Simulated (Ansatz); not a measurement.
## Group exchange: C2H6O2Sn + C3H8O → CH4O2Sn + C4H10O

Species: C2H6O2Sn `C[O][Sn][O]C`, singlet; C3H8O (1-propanol) `CCCO`, singlet; CH4O2Sn `C[O][Sn][OH]`, singlet; C4H10O (2-methyl-1-propanol) `CC(C)CO`, singlet. The partners trade CH3 for H: O–CH3 and C–H bonds give way to O–H and C–CH3.

Shapes, held fixed at every level: PBE0-D4/def2-TZVP. Flexible molecules stand in one conformer, not always the lowest. Programs: Ansatz 0.2.0. Electronic energies: no zero-point or thermal term.

```
               level                    kind  ΔE (kJ/mol)  less CCSD(T)/def2-TZVPP  CPU time (sum over the molecules)
   PBE-D4/def2-TZVPP                     GGA        -64.1                     +6.3                               28 s
r2SCAN-D4/def2-TZVPP                meta-GGA        -67.7                     +2.7                               47 s
  wB97M-V/def2-TZVPP  range-separated hybrid        -69.6                     +0.8                            1.8 min
   B2PLYP/def2-TZVPP           double hybrid        -62.9                     +7.5                               63 s
      MP2/def2-TZVPP     perturbation theory        -76.1                     -5.7                                  –
     CCSD/def2-TZVPP   coupled cluster or CI        -69.0                     +1.4                                  –
  CCSD(T)/def2-TZVPP   coupled cluster or CI        -70.4                      0.0                             30 min
```

The highest level, CCSD(T)/def2-TZVPP, gives ΔE = -70.4 kJ/mol; the levels span -76.1 to -62.9. The column of differences is taken from that level and isn't an error. No measured value is set beside it here. For atoms past krypton def2 sets carry core potentials with scalar relativity. Outer-core shells of Sn are correlated, in sets that cover them unevenly. Times are processor times on shared x86 and Arm servers, and rough.
